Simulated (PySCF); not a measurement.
Radial density of Gd⁴⁹⁺ (gadolinium, charge +49)

BLYP, [Ne] 3s2 3p3, high-spin 4S determinant. Computed with PySCF 2.14 in an even-tempered Gaussian basis (16 s from 11 bohr⁻², ratio 2.5; 10 p from 15 bohr⁻², ratio 2.5; 4 d from 58 bohr⁻², ratio 2.7; 4 f from 87 bohr⁻², ratio 2.7), with the non-relativistic Hamiltonian (point nucleus).

```csv
r (bohr),4πr²ρ (e/bohr),4πr²(ρα − ρβ)
0.000400,0.3582,0.0000
0.000673,0.9786,0.0000
0.00113,2.611,0.0000
0.00191,6.691,0.0001
0.00320,16.03,0.0022
0.00539,34.30,0.0180
0.00907,60.86,0.1187
0.0153,80.21,0.6428
0.0257,73.90,2.5640
0.0431,76.69,5.8981
0.0726,97.34,3.5908
0.122,45.14,1.7778
0.205,30.85,16.9766
0.345,7.665,4.2515
0.581,0.07434,0.0310
```

A non-relativistic calculation at this Z misses sizeable relativistic shifts. Spin-orbit coupling, which splits the p, d and f shells strongly at this Z, is absent. Spin-orbit coupling is strong in this species (close to jj coupling), so the high-spin LS determinant is a model state, not a physical level.
